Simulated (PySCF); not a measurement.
Match the calculated data to a structure.

All candidates are C4H6O2SSi.

* 1H NMR: chemical shifts (computed TMS as zero) by class: 8.02 (1 H), 5.67 (1 H), 2.13 (1 H), 2.06 (3 H) ppm [GIAO PBE0/pcSseg-1]
* Rotational structure: rotational constants A, B, C: 2.172, 1.001, 0.743 GHz [GFN2-xTB]
* UV, strongest line: among the 8 lowest singlet transitions: S2 at 5.42 eV (229 nm, f = 0.018) [TDDFT B3LYP/def2-SVPD]
* Triplet: lowest triplet excitation (Tamm–Dancoff): 4.66 eV [TDA B3LYP/def2-SVPD]
* Dipole: 2.06 D [B3LYP/def2-SVPD]
* 13C NMR: chemical shifts (computed TMS as zero) by class: 164.4 (1 C), 104.2 (1 C), 86.6 (1 C), 10.1 (1 C) ppm [GIAO PBE0/pcSseg-1]
* UV, first state: lowest singlet excitation: 4.85 eV (255 nm, f = 0.003) [TDDFT B3LYP/def2-SVPD]
* NMR, other nuclei: isotropic shieldings of nuclei other than C and H, by class: -134 (1 O), 126 (1 O), 374 (1 Si), 689 (1 S) ppm [GIAO PBE0/pcSseg-1]
* Polarisability: 97.4 au [B3LYP/def2-SVPD]

Electronic properties: PySCF, gas phase, density fitting. Levels stand in brackets. Geometry: GFN2-xTB, one conformer, isolated molecule. NMR classes are plain means over equivalent atoms (diastereotopic ones count apart unless rotation or inversion swaps them), as if these changed places fast.

Question: Which candidate is it?
A. `O=CO/C=C1\[SiH2]CS1`
B. `C[SiH2]SC(=C=O)C=O`
C. `C#C[Si@@H](OC=O)SC`
D. `C=C[C@@H]1O[SiH2]OC1=S`
E. `O=CO/C=C1/C[SiH2]S1`

Answer: C. It is `C#C[Si@@H](OC=O)SC`. Numbering: `[CH:1]#[C:2][Si@@H:3]([O:4][CH:5]=[O:6])[S:7][CH3:8]`. Its formula, C4H6O2SSi, gives 3 degrees of unsaturation: 0 rings and 3 π bonds in the structure found. 4 carbons fall into 4 classes; from least to most shielded: carbonyl carbon [C5] (164.4 ppm), terminal alkyne carbon [C1] (104.2 ppm), alkyne carbon [C2] (86.6 ppm), S-methyl carbon [C8] (10.1 ppm). Hydrogen classes from least to most shielded: 1 H on a carbonyl carbon, C5 (8.02 ppm), 1 H on an oxygen-bound silicon, Si3 (5.67 ppm), 1 H on a terminal alkyne carbon, C1 (2.13 ppm), 3 H on an S-methyl carbon, C8 (2.06 ppm). The other shieldings belong to: -134 ppm, carbonyl oxygen [O6]; 126 ppm, oxygen singly bound to a carbonyl carbon [O4]; 374 ppm, oxygen-bound silicon [Si3]; 689 ppm, sulfur bonded to C and Si [S7]. S1 is mainly HOMO→LUMO (weight 0.96); the largest Löwdin shares of the orbital it empties are 0.72 on the sulfur bonded to C and Si, 0.10 on the S-methyl carbon and 0.08 on the oxygen-bound silicon, of the orbital it fills 0.22 on the terminal alkyne carbon, 0.21 on the alkyne carbon, 0.19 on the oxygen-bound silicon and 0.14 on the sulfur bonded to C and Si. The optimised geometry has point group C1 and is an asymmetric top.

The others, at the same levels:
- `O=CO/C=C1/C[SiH2]S1` fails: its computed 13C shifts are 161.0 (1 C), 136.2 (1 C), 129.6 (1 C), 19.9 (1 C) ppm, 1H shifts are 8.07 (1 H), 8.06 (1 H), 5.37 (2 H), 2.77 (2 H) ppm and rotational constant A is 4.670 GHz (against 2.172 GHz).
- `O=CO/C=C1\[SiH2]CS1` fails: its computed 13C shifts are 168.3 (1 C), 155.5 (1 C), 143.2 (1 C), 24.9 (1 C) ppm, 1H shifts are 7.92 (1 H), 6.60 (1 H), 5.47 (2 H), 2.35 (2 H) ppm and rotational constant A is 2.832 GHz (against 2.172 GHz).
- `C[SiH2]SC(=C=O)C=O` fails: its computed 13C shifts are 200.5 (1 C), 185.7 (1 C), 50.5 (1 C), 6.8 (1 C) ppm, 1H shifts are 9.62 (1 H), 5.23 (2 H), 0.66 (3 H) ppm and rotational constant A is 2.847 GHz (against 2.172 GHz).
- `C=C[C@@H]1O[SiH2]OC1=S` fails: its computed 13C shifts are 225.8 (1 C), 148.1 (1 C), 118.4 (1 C), 88.3 (1 C) ppm, 1H shifts are 6.69 (1 H), 5.70 (1 H), 5.55 (1 H), 5.50 (1 H), 5.45 (1 H), 5.37 (1 H) ppm and rotational constant A is 1.906 GHz (against 2.172 GHz).

Each candidate is one conformer, not necessarily the lowest. Dipoles, sizes and rotational constants follow the conformer. The torsions of the flexible species, by atom-mapped SMILES:
- `[CH:1]#[C:2][Si@@H:3]([O:4][CH:5]=[O:6])[S:7][CH3:8]`: C2–Si3–O4–C5 -67°, Si3–O4–C5–O6 -1°, C2–Si3–S7–C8 58°
- `[O:1]=[CH:2][O:3]/[CH:4]=[C:5]1/[CH2:6][SiH2:7][S:8]1`: O1–C2–O3–C4 0°, C2–O3–C4–C5 179°
- `[O:1]=[CH:2][O:3]/[CH:4]=[C:5]1\[SiH2:6][CH2:7][S:8]1`: O1–C2–O3–C4 0°, C2–O3–C4–C5 0°
- `[CH3:1][SiH2:2][S:3][C:4](=[C:5]=[O:6])[CH:7]=[O:8]`: C1–Si2–S3–C4 -75°, Si2–S3–C4–C5 178°, S3–C4–C7–O8 2°
- `[CH2:1]=[CH:2][C@@H:3]1[O:4][SiH2:5][O:6][C:7]1=[S:8]`: C1–C2–C3–O4 3°
